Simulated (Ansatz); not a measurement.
`OB(O)[Te][SiH3]` + `[OH][Sc]([OH])[OH]` → `[OH][Sc]([OH])[O][SiH3]` + `OB(O)[TeH]`  (ligand exchange at the Si–Te bond)

Gas-phase electronic energies from Ansatz, PBE0-D4/def2-TZVP geometries. CCSD(T)/CBS adds triple-zeta CCSD(T) − MP2 to the extrapolated MP2 energy (def2 sets, frozen cores). Functionals use def2-TZVPP. Elements past krypton have def2 core potentials. For Sc, Te outer-core shells are correlated without core-valence functions, which leaves a few kJ/mol of doubt a bond. Scalar relativity is left out up to krypton. Each species was taken in one conformer, which may not be the lowest.

`OB(O)[Te][SiH3]`:

Cartesian coordinates in Å:
```
O -0.818 -1.473 -0.009
B -0.673 -0.721 -1.127
O -1.106 -1.185 -2.322
Te 0.216 1.286 -1.209
Si 0.999 1.302 1.150
H -0.521 -1.046 0.801
H -1.515 -2.054 -2.247
H 0.782 2.645 1.743
H 0.204 0.311 1.937
H 2.431 0.934 1.282
```

`[OH][Sc]([OH])[OH]`:

Z-matrix (Å, degrees):
```
Sc
O 1 1.872
O 1 1.872 2 120.0
O 1 1.872 2 120.0 3 -180.0
H 2 0.952 1 166.3 3 180.0
H 3 0.952 1 166.2 2 0.0
H 4 0.952 1 166.2 2 180.0
```

`[OH][Sc]([OH])[O][SiH3]`:

Cartesian coordinates in Å:
```
O -1.378 -1.554 -1.783
Sc -0.413 -1.208 -0.227
O -0.029 -2.545 1.013
O 0.199 0.563 0.104
Si 0.714 2.076 0.390
H -1.876 -1.778 -2.563
H 0.140 -3.264 1.613
H -0.094 2.711 1.470
H 2.142 2.079 0.816
H 0.596 2.921 -0.832
```

`OB(O)[TeH]`:

Z-matrix (Å, degrees):
```
B
O 1 1.354
Te 1 2.206 2 120.4
O 1 1.352 2 116.8 3 -180.0
H 2 0.957 1 115.7 3 0.0
H 3 1.657 1 93.3 2 -179.8
H 4 0.957 1 114.6 2 180.0
```

Is it downhill or uphill in electronic energy at CCSD(T)/CBS, and by how much? (Best estimate.)

Computed: Downhill: ΔE = -0.50 eV.

What do these levels give: CAM-B3LYP-D4, r2SCAN, r2SCANh, SCS-MP2/def2-TZVPP, HF/def2-QZVPP, SCS-MP2/def2-QZVPP? (Best estimate.)

Ansatz gave: CAM-B3LYP-D4 -0.57, r2SCAN -0.48, r2SCANh -0.48, SCS-MP2/def2-TZVPP -0.58, HF/def2-QZVPP -0.82, SCS-MP2/def2-QZVPP -0.56 eV.

Largest T1 diagnostic among the species: 0.016.

The D4 term adds +0.06 eV with B3LYP and +0.03 eV with PBE0; it sums over pairs of atoms, weighted by their polarisabilities, and B3LYP, whose exchange is more repulsive, gets the larger term. At CCSD(T), def2-SVP lies −0.08 eV from the extrapolated value and def2-TZVPP −0.05 eV. In def2-TZVPP, CCSD(T) changes the Hartree–Fock value by +0.24 eV (the triples alone add +0.04 eV) and MP2 by +0.31 eV.

B3LYP here is the variant with VWN-RPA as its local correlation; programs differ in this.
